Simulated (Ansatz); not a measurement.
Cost and result for the atomization energy of CH$_{5}$BFNS, SMILES `CSB(N)F` (10 atoms, 9 bonds).

```xyz
10

C     0.007   -1.802    0.692
S     0.035   -0.839   -0.840
B    -0.008    0.857   -0.190
N     0.000    1.964   -1.040
F    -0.048    1.059    1.136
H    -0.903   -1.609    1.256
H     0.035   -2.851    0.401
H     0.876   -1.577    1.308
H    -0.024    2.904   -0.684
H     0.030    1.894   -2.040
```

Charge 0, multiplicity 1. All single points use the PBE0-D4/def2-TZVP geometry. It is one conformer, not always the lowest. Program: Ansatz. All runs use 4 threads of an Arm Neoverse V1 on a shared host. Times are those of one run each, without the atoms' runs, and a repeat can differ threefold. Electronic energies, without spin–orbit coupling; frozen cores. CCSD(T)/CBS adds CCSD(T) − MP2 in def2-TZVPP to the MP2 limit, and its time is that of the two runs behind it. T1 = 0.011. B3LYP takes the VWN-RPA correlation (the form of Gaussian; ORCA's B3LYP/G).

CCSD(T)/CBS is a level of theory with its own doubt, some kJ/mol a heavy atom from the limit and from the frozen cores, so smaller differences don't rank the functionals.

| level | functions | atomization (kcal/mol) | difference from CCSD(T)/CBS | per bond |
| --- | --- | --- | --- | --- |
| B2PLYP/def2-TZVPP | 236 | 927.1 | -6.0 | -0.7 |
| ωB97M-V/def2-TZVPP (with forces) | 236 | 941.4 | 8.3 | 0.9 |
| MP2/def2-QZVPP | 448 | 942.8 | 9.7 | 1.1 |
| PBE-D4/def2-TZVPP (with forces) | 236 | 958.9 | 25.8 | 2.9 |
| CCSD(T)/CBS(def2) | – | 933.1 | 0.0 | 0.0 |
| B3LYP-D4/def2-TZVPP (with forces) | 236 | 937.1 | 4.0 | 0.5 |
| CCSD(T)/def2-TZVPP | 236 | 907.7 | -25.4 | -2.8 |
| PBE0-D4/def2-TZVPP | 236 | 940.0 | 6.9 | 0.8 |
| ωB97X-V/def2-TZVPP | 236 | 938.6 | 5.5 | 0.6 |
| r2SCAN-D4/def2-TZVPP (with forces) | 236 | 939.5 | 6.4 | 0.7 |

**Question.** Order the runs by time, with rough figures. (Estimate.)

**Answer.** The calculation gave: PBE-D4/def2-TZVPP (with forces) 2.5 s; PBE0-D4/def2-TZVPP 3 s; B3LYP-D4/def2-TZVPP (with forces) 4.2 s; r2SCAN-D4/def2-TZVPP (with forces) 4.6 s; B2PLYP/def2-TZVPP 5.5 s; ωB97X-V/def2-TZVPP 7 s; ωB97M-V/def2-TZVPP (with forces) 10 s; MP2/def2-QZVPP 26 s; CCSD(T)/def2-TZVPP 2.1 min; CCSD(T)/CBS(def2) 2.5 min.

From PBE to PBE0 (25 % exact exchange), in def2-TZVPP and without D4, the atomization energy moves by −18.2 kcal/mol: exact exchange takes away binding that semilocal exchange gives to molecules. The D4 term adds +7.2 kcal/mol with B3LYP and +3.7 kcal/mol with PBE0; it sums over pairs of atoms, weighted by their polarisabilities, and B3LYP, whose exchange is more repulsive, gets the larger term. In def2-TZVPP, CCSD(T) changes the Hartree–Fock value by +224.1 kcal/mol (the triples alone add +14.3 kcal/mol) and MP2 by +244.3 kcal/mol; breaking electron pairs costs correlation energy, which Hartree–Fock lacks.
